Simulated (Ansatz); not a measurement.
Abridged output of a molecular run in Ansatz:

```
Functional definition: HF
1618 factors; integrals over basis functions are off by at most 1.2e-3 eV
mean field evaluation 1: about -89270.7251 eV, gradient 3.2e1 eV
mean field evaluation 2: about -89270.8798 eV, gradient 3.2e1 eV
mean field evaluation 4: about -89273.8168 eV, gradient 4.2e0 eV
mean field evaluation 8: about -89273.8740 eV, gradient 3.9e-1 eV
mean field -89273.87468045 eV, -3280.7543825010 hartree, gradient 2.4e-6 eV, S^2 0.000000; 0 other end points of the search recorded, 0 dependent functions left out
25 core orbitals not correlated: weight in the atoms' cores, before any rotation towards them, 1.000 or more for the frozen orbitals, at most 0.000 for the correlated occupied ones
reference -89273.87468045 eV, -3280.7543825010 hartree; 21, 21 occupied and 229, 229 virtual orbitals, 1618 factors
second order -26.55382479 eV of doubles, -0.00000000 eV of singles
cycle   1  -27.36891938 eV  change   -8.2e-1 eV  update   1.1e-1
cycle   2  -28.06798206 eV  change   -7.0e-1 eV  update   3.1e-2
cycle   3  -28.17955674 eV  change   -1.1e-1 eV  update   1.5e-2
cycle   4  -28.17155361 eV  change    8.0e-3 eV  update   3.2e-3
cycle   5  -28.16965157 eV  change    1.9e-3 eV  update   1.1e-3
cycle   6  -28.16959270 eV  change    5.9e-5 eV  update   3.3e-4
cycle   7  -28.16950956 eV  change    8.3e-5 eV  update   1.2e-4
cycle   8  -28.16952793 eV  change   -1.8e-5 eV  update   4.0e-5
perturbative correction -1.19150809 eV, -0.0437871148 hartree
Total energy: -89303.23571648 eV, -3281.8333806734 hartree
```

Its atoms:

Z-matrix (Å, degrees):
```
C
Ga 1 1.955
H 1 1.092 2 109.1
H 1 1.091 2 110.7 3 119.1
H 1 1.091 2 110.8 3 -119.1
S 2 2.584 1 105.4 3 179.5
Cl 2 2.170 1 120.0 3 -76.2
Cl 2 2.170 1 120.0 3 75.1
H 6 1.345 2 98.1 1 -47.2
H 6 1.345 2 98.1 1 47.0
```

**Question.** Which basis set was used?
A. cc-pV(Q+d)Z
B. def2-TZVPP
C. cc-pV(D+d)Z
D. def2-SVPD

**Answer.** B. It gives 275 functions.

**Question.** Write the keys of the input that set method, charge and spin (a neutral closed shell needs none for the last two).

**Answer.** 
```yaml
correlation: {method: ccsd_t}
```
